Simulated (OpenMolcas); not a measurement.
## Al III: input and output

Input:

```
&GATEWAY
Coord
1

Al 0.0 0.0 0.0
Basis=ANO-L-VDZP
Group=XYZ
NoMove
AngMom=0.0 0.0 0.0
AMFI
&SEWARD
&RASSCF
FileOrb=start.orb
Symmetry=1
Spin=2
nActEl=1 0 0
Inactive=2 3
Ras2=1 3
CIRoot=1 1 1
SDav=1
CIMx=300
Iter=120 100
PrWF=0.3
OrbListing=Nothing
MaxOrb=0
Atom
>>> COPY $Project.JobIph JOB001
&RASSCF
FileOrb=start.orb
Symmetry=2
Spin=2
nActEl=1 0 0
Inactive=2 3
Ras2=1 3
CIRoot=3 3 1
SDav=3
CIMx=300
Iter=120 100
PrWF=0.3
OrbListing=Nothing
MaxOrb=0
Atom
>>> COPY $Project.JobIph JOB002
&RASSI
NrOfJobIphs=2 1 3
1
1 2 3
IphNames
JOB001
JOB002
EJob
SpinOrbit
DIPRint=1.0
SOCoupling=1000.0
Subsets=2
MEES
Property=10
'ANGMOM' 1 'ANGMOM' 2 'ANGMOM' 3 'MLTPL  1' 1 'MLTPL  1' 2 'MLTPL  1' 3
'AMFI' 1 'AMFI' 2 'AMFI' 3 'MLTPL  2' 6
SOProperty=3
'ANGMOM' 1 'ANGMOM' 2 'ANGMOM' 3
```

Launched by
```bash
OMP_NUM_THREADS=1 MOLCAS_MEM=2252 MOLCAS_PROJECT=a pymolcas a.inp > a.log  # once for each step of the input, in one work folder
```

A driver script runs the steps one by one and writes start.orb anew before each from the orbitals found so far.

Output, cut to the results:

```
--- SEWARD ---
Basis set label: AL.ANO-L...4S3P1D.

      Electronic valence basis set:
      ------------------
      Associated Effective Charge  13.000000 au
      Associated Actual Charge     13.000000 au
      Nuclear Model: Point charge

      Shell  nPrim  nBasis  Cartesian Spherical Contaminant
         s      17       4        X
         p      12       3        X
         d       5       1                 X
                  Atomic mean-field integrals
--- RASSCF ---
Wave function specifications:
      -----------------------------

      Number of closed shell electrons          10
      Number of electrons in active shells       1
      Max number of holes in RAS1 space          0
      Max nr of electrons in RAS3 space          0
      Number of inactive orbitals                5
      Number of active orbitals                  4
      Number of secondary orbitals               9
      Spin quantum number                      0.5
      State symmetry                             1
Orbital specifications:
      -----------------------

      Symmetry species                           1   2
                                                ag  au
      Frozen orbitals                            0   0
      Inactive orbitals                          2   3
      Active orbitals                            1   3
      RAS1 orbitals                              0   0
      RAS2 orbitals                              1   3
      RAS3 orbitals                              0   0
      Secondary orbitals                         6   3
      Deleted orbitals                           0   0
      Number of basis functions                  9   9
      Number of CSFs                             1
      Number of root(s) required                 1
      Iter CI   SX   CI       RASSCF       Energy    max ROT     max BLB   max BLB  Level Ln srch  Step   QN
          iter iter root      energy       change     param      element    value   shift minimum  type update
 Nr of preliminary CI iterations:   1
 ###############################################################################
 ###############################################################################
 ###                                                                         ###
 ###                                                                         ###
 ###    WARNING: Problems in orbital optimization.                           ###
 ###                                                                         ###
 ###                                                                         ###
 ###############################################################################
 ###############################################################################
  Warning: In symmetry  2, orbital p=   4 has diagonal density matrix element D(p,p) close to zero. D(p,p)=  0.000000E+00
  Warning: In symmetry  2, orbital p=   5 has diagonal density matrix element D(p,p) close to zero. D(p,p)=  0.000000E+00
        ...
  Warning: In symmetry  2, orbital p=   4 has diagonal density matrix element D(p,p) close to zero. D(p,p)=  0.000000E+00
  Warning: In symmetry  2, orbital p=   5 has diagonal density matrix element D(p,p) close to zero. D(p,p)=  0.000000E+00
  Warning: In symmetry  2, orbital p=   6 has diagonal density matrix element D(p,p) close to zero. D(p,p)=  0.000000E+00
        4   1    1    1  -241.02924175   -1.42E-13   0.00E+00    2   3 1  4.32E-08   0.50   0.00    SX    NO
      Convergence after  4 iterations
        5   1    1    1  -241.02924175    2.84E-14   0.00E+00    2   3 1  4.32E-08   0.50   0.00    SX    NO
      Natural orbitals and occupation numbers for root  1
      sym 1:   1.000000
      sym 2:   0.000000   0.000000   0.000000
::    RASSCF root number  1 Total energy:   -241.02924175
--- RASSCF ---
Wave function specifications:
      -----------------------------

      Number of closed shell electrons          10
      Number of electrons in active shells       1
      Max number of holes in RAS1 space          0
      Max nr of electrons in RAS3 space          0
      Number of inactive orbitals                5
      Number of active orbitals                  4
      Number of secondary orbitals               9
      Spin quantum number                      0.5
      State symmetry                             2
Orbital specifications:
      -----------------------

      Symmetry species                           1   2
...
--- RASSI ---
SPIN-FREE ENERGIES:
  (Shifted by EMIN (a.u.) =       -241.0292417462)

 SF State       Relative EMIN(au)   Rel lowest level(eV)    D:o, cm**(-1)      L_eff

     1             0.0000000000        0.0000000000              0.0000         0.0
     2             0.2436173433        6.6291656243          53467.8266         1.0
     3             0.2436173433        6.6291656243          53467.8266         1.0
     4             0.2436173433        6.6291656243          53467.8266         1.0
     Dipole printing threshold changed to   1.00000000E+00

++ Dipole transition strengths (spin-free states):
   -----------------------------------------------
     for osc. strength at least  1.00000000E+00

  ( Max oscillator strength is only   0.30524628486867633      )
--
Eigenvalues of complex Hamiltonian:
   -----------------------------------
  (Shifted by EMIN (a.u.) =       -241.0292417462)

 SO State       Relative EMIN(au)   Rel lowest level(eV)    D:o, cm**(-1)     J-value

     1             0.0000000000        0.0000000000              0.0000         0.4
     2             0.0000000000        0.0000000000              0.0000         0.4
     3             0.2431600797        6.6167228474          53367.4688         0.4
     4             0.2431600797        6.6167228474          53367.4688         0.4
     5             0.2438459751        6.6353870128          53518.0055         1.4
     6             0.2438459751        6.6353870128          53518.0055         1.4
     7             0.2438459751        6.6353870128          53518.0055         0.8
     8             0.2438459751        6.6353870128          53518.0055         0.8
Weights of the five most important spin-orbit-free states for each spin-orbit state.

 SO State  Total energy (au)           Spin-free states, spin, and weights
 -------------------------------------------------------------------------------------------------------
...
```

The J values that RASSI prints are effective ones from its own formula and need not be integers or half-integers; the table below assigns J from the states.

Levels above the lowest, from the spin-orbit matrix, grouped by J:

```csv
Configuration,Term,J,E (cm-1),Measured (cm-1),g,Term weight %
3s,2S,1/2,0.0,0.0,2.002,100
3p,2P*,1/2,53367,53683,0.666,100
3p,2P*,3/2,53518,53917,1.334,100
```

Against the 2 measured excited levels shown (NIST levels in Kelleher and Podobedova, J. Phys. Chem. Ref. Data 37, 709 (2008)) the mean absolute deviation is 360 cm-1; the largest miss in energy is 3p 2P* 3/2: computed 53518, measured 53917 cm-1 (-0.7 %).

With one active electron the reference holds no correlation, so core polarisation is missing. Measured partners are found by configuration, term and J. A level has none where our copy of the source lacks it or the pairing is in doubt (some pairs that miss far off the trend of their configuration count as doubtful), and it then counts in no deviation. Levels of configurations outside the active space are missing.

The term weight is that of the spin-free term in the level, not the purity of its configuration. * marks odd parity.
